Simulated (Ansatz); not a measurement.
Ansatz results at the PBE0-D4/def2-TZVP geometry: HOMO energy (PBE/def2-TZVPP) -6.06 eV; LUMO energy (B3LYP/def2-TZVPP) -2.75 eV; HOMO–LUMO gap (ωB97M-V/def2-TZVPP) 9.40 eV.

Each molecule was computed in one conformer, which needn't be the lowest.

(1) Which molecule gave them?
A. `CC(C)=CBF`
B. `C=C=[CH][GeH3]`
C. `[BH2][GeH2][O]C`
D. `NC1=CC1`

## Answers

(1) C. The others give `C=C=[CH][GeH3]`: -6.31, -0.23, 11.67; `CC(C)=CBF`: -6.58, -1.55, 10.48; `NC1=CC1`: -4.71, 0.63, 10.43.

B3LYP here is the variant with VWN-RPA as its local correlation; programs differ in this.
